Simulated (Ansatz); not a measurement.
CH5BFN (`NBCF`), relaxed with RKS PBE-D4/def2-SVP in Ansatz 0.2.0 from a rough embedded geometry. The force threshold is 0.03 eV/Å; the program also tests the step.

Charge 0, multiplicity 1.

Start:

```xyz
9

N    -1.386    0.028   -0.697
B    -0.467   -0.448    0.326
C     1.025    0.085    0.344
F     1.045    1.382    0.600
H    -1.478    1.092   -0.666
H    -1.006   -0.198   -1.681
H    -0.844   -1.250    1.151
H     1.554   -0.456    1.233
H     1.558   -0.234   -0.609
```

```json
{"step": "1", "energy (eV)": "-5989.1493", "largest force (eV/Å)": "3.462", "largest move (Å)": "0.000"}
{"step": "2", "energy (eV)": "-5989.4831", "largest force (eV/Å)": "1.111", "largest move (Å)": "0.157"}
{"step": "3", "energy (eV)": "-5989.5945", "largest force (eV/Å)": "0.522", "largest move (Å)": "0.194"}
{"step": "4", "energy (eV)": "-5989.7455", "largest force (eV/Å)": "0.835", "largest move (Å)": "0.193"}
{"step": "5", "energy (eV)": "-5989.9410", "largest force (eV/Å)": "1.691", "largest move (Å)": "0.196"}
{"step": "6", "energy (eV)": "-5990.2048", "largest force (eV/Å)": "1.850", "largest move (Å)": "0.195"}
{"step": "7", "energy (eV)": "-5990.5514", "largest force (eV/Å)": "1.438", "largest move (Å)": "0.200"}
{"step": "8", "energy (eV)": "-5990.7696", "largest force (eV/Å)": "1.136", "largest move (Å)": "0.200"}
{"step": "9", "energy (eV)": "-5990.9608", "largest force (eV/Å)": "1.186", "largest move (Å)": "0.197"}
{"step": "10", "energy (eV)": "-5991.0681", "largest force (eV/Å)": "0.540", "largest move (Å)": "0.200"}
{"step": "11 (rejected)", "energy (eV)": "-5991.0608", "largest force (eV/Å)": "0.336", "largest move (Å)": "0.162"}
{"step": "12", "energy (eV)": "-5991.0943", "largest force (eV/Å)": "0.216", "largest move (Å)": "0.075"}
{"step": "13", "energy (eV)": "-5991.0982", "largest force (eV/Å)": "0.081", "largest move (Å)": "0.027"}
{"step": "14", "energy (eV)": "-5991.0996", "largest force (eV/Å)": "0.041", "largest move (Å)": "0.016"}
{"step": "15", "energy (eV)": "-5991.0997", "largest force (eV/Å)": "0.010", "largest move (Å)": "0.004"}
```

End:

```xyz
9

N    -1.264    0.340   -0.545
B    -0.423   -0.446    0.239
C     1.114   -0.074    0.310
F     1.418    1.052   -0.473
H    -2.266    0.189   -0.658
H    -0.887    1.138   -1.062
H    -0.864   -1.399    0.859
H     1.425    0.128    1.363
H     1.746   -0.928   -0.033
```

Hardware: 2 threads of an Arm Neoverse V1 on a shared host. Wall time 23 s, peak host memory 0.14 GiB.
